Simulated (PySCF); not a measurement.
Gas-phase reaction: SnH2 + 2 SnHF3 → 3 SnF2 + 2 H2

Energies from PySCF (xtb for GFN2), thermal terms from the rigid-rotor harmonic-oscillator model, ideal gas at 1 bar. † marks an energy on the PBE0/def2-TZVP geometry and frequencies; other levels use their own. MP2 and CCSD(T) freeze the core. All species are closed-shell singlets. Sn: scalar-relativistic def2 core potential, no spin-orbit coupling. SnH2, SnHF3: computed as isolated molecules; such fragments, hydroxides, amides, oligomers or adducts are transient or little studied in the gas. MP2 isn't extrapolated to the basis-set limit. CCSD(T) isn't extrapolated to the basis-set limit.

```csv
level,"ΔH°(298 K), kJ"
CCSD(T)/def2-TZVPP†,-205
GFN2-xTB,-610
MP2/def2-SVP†,___
MP2/def2-TZVPP†,___
PBE/def2-TZVP†,___
PBE0/def2-TZVP,-227
ωB97X-V/def2-TZVP†,-211
```

Q: What belongs in the gaps?

A: 
- MP2/def2-SVP†, ΔH°(298 K), kJ: -170
- MP2/def2-TZVPP†, ΔH°(298 K), kJ: -242
- PBE/def2-TZVP†, ΔH°(298 K), kJ: -279
